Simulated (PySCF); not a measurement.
## Electron correlation in Mo³⁺ (molybdenum, charge +3)

[Kr] 4d3, high-spin 4F determinant. All numbers are calculated (PySCF 2.14, a scalar-relativistic core potential, in aug-cc-pwCVDZ-PP with ECP28MDF (6s6p5d3f, 70 functions)). Frozen: 4s2 4p6; 3 electrons correlated.

| level | correlation energy (mhartree) |
| --- | --- |
| CCSD | -18.04 |
| (T) | -0.03 |
| CCSD(T) | -18.07 |

Diagnostics: T1 = 0.00027, D1 = 0.0004, largest double amplitude 0.019.

Cost of the coupled-cluster step: roughly 2.5 core-seconds, for 3 correlated electrons.
